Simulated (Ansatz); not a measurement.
Input file for Ansatz (an electronic-structure program): U-CAM-B3LYP/def2-TZVPP on MgSi, 2S+1 = 3, a spin state set in the input, which need not be the lowest, a point of a bond scan (R = 2.555 Å).

Ansatz 0.2 input:
```yaml
crystal:
  periodic: [false, false, false]
  atoms:
    - {symbol: Mg, position_ang: [0.00000000, 0.00000000, 0.00000000]}
    - {symbol: Si, position_ang: [0.00000000, 0.00000000, 2.55523100]}
basis:
  gaussian:
    orbitals: def2-TZVPP
    pivot_positions_ang: [[0.00000000, 0.00000000, 0.00000000], [0.00000000, 0.00000000, 2.55523100]]
hamiltonian:
  xc: {name: CAM-B3LYP}
magnetization: {spin_polarized: true, initial_magnetization: 2}
output: {forces: true, orbitals: {seedname: ./end}}
```

**Question.** What total energy does the run end on?

**Answer.** -489.4742 hartree. Its determinant has ⟨S²⟩ = 2.17, a mixture of spin states.
